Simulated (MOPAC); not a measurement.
A run for MOPAC: PM7 on BrOV (SMILES [O]=[V][Br]), 2S+1 = 1.

```
PM7 1SCF PRECISE CHARGE=0 THREADS=1
BrOV

V      0.39247940 1    -0.22793027 1     0.25292281 1
O      1.42482947 1    -0.25386463 1    -0.93326395 1
Br    -1.85047758 1     0.52916650 1     0.61002151 1
```

The log:

```
*******************************************************************************
 **                                                                           **
 **                              MOPAC v23.2.5                                **
 **                                                                           **
 *******************************************************************************
 ** MOPAC's Digital Object Identifier: https://doi.org/10.5281/zenodo.6511958 **
 **                                                                           **
 ** Please cite the open-source release paper for use of this MOPAC version:  **
 ** J. E. Moussa and J. J. P. Stewart (2026)                                  **
 ** MOPAC: An open-source semiempirical molecular orbital program             **
 ** J. Open Source Softw., 11(119), 8025, https://doi.org/10.21105/joss.08025 **
 *******************************************************************************

                              PM7 CALCULATION RESULTS

 *******************************************************************************
 *  PM7        - The PM7 Hamiltonian to be used
 *
 *
 *
 *                 CHARGE ON SYSTEM = 0
 *
 *
 *
 *  PRECISE    - TIGHTER CRITERIA TO BE USED
 *  1SCF       - DO 1 SCF AND THEN STOP
 *  THREADS=1  - MULTI-THREADING NOT USED
 *  T=         - A TIME OF 172800.0 SECONDS REQUESTED
 *  DUMP=N     - RESTART FILE WRITTEN EVERY 7200.0 SECONDS REQUESTED
 *******************************************************************************
PM7 1SCF PRECISE CHARGE=0 THREADS=1
 BrOV

   ATOM   CHEMICAL          X               Y               Z
  NUMBER   SYMBOL      (ANGSTROMS)     (ANGSTROMS)     (ANGSTROMS)

     1       V          0.39247940  *  -0.22793027  *   0.25292281  *
     2       O          1.42482947  *  -0.25386463  *  -0.93326395  *
     3      Br         -1.85047758  *   0.52916650  *   0.61002151  *



          CARTESIAN COORDINATES

    NO.       ATOM           X           Y           Z

     1         V          0.3925     -0.2279      0.2529
     2         O          1.4248     -0.2539     -0.9333
     3        Br         -1.8505      0.5292      0.6100

 General Reference for PM7:
 "Optimization of Parameters for Semiempirical Methods VI: More Modifications to the
 NDDO Approximations and Re-optimization of Parameters", J. J. P. Stewart, J. Mol. Mod., 1:32, 19 (2013)
 https://link.springer.com/article/10.1007/s00894-012-1667-x

           Empirical Formula: O V Br  =     3 atoms



      MOLECULAR POINT GROUP   :   Cs


      RHF CALCULATION, NO. OF DOUBLY OCCUPIED LEVELS = 9


 -------------------------------------------------------------------------------
 PM7 1SCF PRECISE CHARGE=0 THREADS=1
 BrOV



     1SCF WAS SPECIFIED, SO BFGS WAS NOT USED
     SCF FIELD WAS ACHIEVED


                              PM7 CALCULATION
                                                       MOPAC v23.2.5 Linux




          FINAL HEAT OF FORMATION =          1.65313 KCAL/MOL =       6.91671 KJ/MOL


          COSMO AREA              =        108.30 SQUARE ANGSTROMS
          COSMO VOLUME            =         97.86 CUBIC ANGSTROMS

          IONIZATION POTENTIAL    =          8.685994 EV
          HOMO LUMO ENERGIES (EV) =         -8.686 -2.176
          NO. OF FILLED LEVELS    =          9
          MOLECULAR WEIGHT        =        146.8449         POINT GROUP:  Cs

          MOLECULAR DIMENSIONS (Angstroms)

            Atom       Atom       Distance
           Br     3    O     2     3.70439
            O     2    V     1     0.69173
           Br     3    O     2     0.00000


          SCF CALCULATIONS        =          1





   ATOM   CHEMICAL          X               Y               Z
  NUMBER   SYMBOL      (ANGSTROMS)     (ANGSTROMS)     (ANGSTROMS)

     1       V          0.39247940  *  -0.22793027  *   0.25292281  *
     2       O          1.42482947  *  -0.25386463  *  -0.93326395  *
     3      Br         -1.85047758  *   0.52916650  *   0.61002151  *

                             CARTESIAN COORDINATES

   1    V        0.392479400    -0.227930270     0.252922810
   2    O        1.424829470    -0.253864630    -0.933263950
   3   Br       -1.850477580     0.529166500     0.610021510


           Empirical Formula: O V Br  =     3 atoms



      MOLECULAR POINT GROUP   :   Cs


                  EIGENVALUES
 -27.27260 -26.14296 -13.66622 -13.26474 -12.28118 -11.41515 -10.93685 -10.70865
  -8.68599  -2.17638   0.36505   1.59473   2.03875   3.29328   6.42913   6.49226
   8.92205 267.43115 267.45734 267.69676 267.93904 267.97954


              NET ATOMIC CHARGES AND DIPOLE CONTRIBUTIONS

  ATOM NO.   TYPE          CHARGE      No. of ELECS.   s-Pop       p-Pop       d-Pop
    1          V           1.239338        3.7607     0.11871     0.32858     3.31337
    2          O          -0.772518        6.7725     1.75471     5.01781
    3         Br          -0.466820        7.4668     1.90228     5.56378     0.00076
 DIPOLE           X         Y         Z       TOTAL
 POINT-CHG.     1.199    -1.601     3.601     4.119
 HYBRID        -0.485     0.018     0.535     0.722
 SUM            0.714    -1.583     4.135     4.485


          ATOMIC ORBITAL ELECTRON POPULATIONS

     Atom    s        px        py        pz      x^2-y^2     xz        z^2       yz        xy
    1  V   0.11871   0.16111   0.04814   0.11933   0.91102   0.58517   0.56315   0.73032   0.52371
    2  O   1.75471   1.70726   1.60698   1.70357
    3 Br   1.90228   1.81960   1.88754   1.85665   0.00016   0.00017   0.00008   0.00013   0.00023

 **********************
 *                    *
 * JOB ENDED NORMALLY *
 *                    *
 **********************




 == MOPAC DONE ==
```

The run finished.

Cost: roughly 0.3 core-seconds.
